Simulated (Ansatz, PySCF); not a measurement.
Gas-phase reaction (SMILES): COC=O + 4 [H][H] (H2) -> 2 C (CH4) + 2 O (H2O); energy of full hydrogenation.

Structures are relaxed separately at B3LYP-D3(BJ)/def2-TZVP in Ansatz (a first-principles code), one conformer each, not searched for the lowest. Correlated levels leave the core frozen unless marked. No spin-orbit coupling. No relativistic terms. CBS(X,Y): correlation extrapolated as X^-3; Hartree-Fock from the larger set. The bracket is a focal-point correction in the basis named. Thermal terms are rigid-rotor harmonic-oscillator values from B3LYP-D3(BJ) frequencies (PySCF) at 298.15 K and 1 atm. 1 Eh = 627.5095 kcal/mol.

```
species      E, RI-MP2/CBS(aug-cc-pVTZ,aug-cc-pVQZ)+[CCSD(T)-MP2]/aug-cc-pVTZ (Ansatz) (Eh)  E, B3LYP-D3(BJ)/def2-TZVPD (Ansatz + dftd3) (Eh)  H - E (Eh)  G - E (Eh)
-----------  ------------------------------------------------------------------------------  ------------------------------------------------  ----------  ----------
COC=O                                                                            -228.84620                                        -229.17324     0.06732     0.03506
[H][H] (H2)                                                                        -1.17524                                          -1.17983     0.01336    -0.00144
C (CH4)                                                                           -40.46129                                         -40.53958     0.04840     0.02728
O (H2O)                                                                           -76.37791                                         -76.46738     0.02495     0.00353
```

Task: Work out ΔE and ΔH, ΔG, ΔS and the equilibrium constant at 298.15 K at the first level, then ΔH at the second.

Result: 
1. ΔE = [2×(-40.46129) + 2×(-76.37791)] - [(-228.84620) + 4×(-1.17524)] = -0.13124 Eh = -82.4 kcal/mol at RI-MP2/CBS(aug-cc-pVTZ,aug-cc-pVQZ)+[CCSD(T)-MP2]/aug-cc-pVTZ.
2. The terms H - E add up to 0.02594 Eh, so ΔH = (-0.13124 + (0.02594))×627.5095 = -66.1 kcal/mol.
3. The terms G - E add up to 0.03232 Eh, so ΔG = -62.1 kcal/mol, and ΔS = (0.02594 - (0.03232))×627509.5/298.15 = -13.4 cal/(mol K).
4. log10 K = -ΔG/(RT ln 10) = 45.5, with RT ln 10 = 1.3642 kcal/mol.
5. At B3LYP-D3(BJ)/def2-TZVPD the same steps give ΔE = -76.2 and ΔH = -59.9 kcal/mol, a shift of +6.2 from the first level.
6. Tabulated enthalpies of formation (COC=O -85.5 kcal/mol, ATcT 1.112; [H][H] (H2) 0.0 kcal/mol, zero by definition; C (CH4) -17.8 kcal/mol, ATcT 1.112; O (H2O) -57.8 kcal/mol, ATcT 1.112) give ΔH = -65.7, so the errors are -0.4 and +5.8 kcal/mol; the tables hold anharmonic motion, scalar relativity, and any other conformers, which both levels lack, and core correlation, which the frozen-core level lacks.
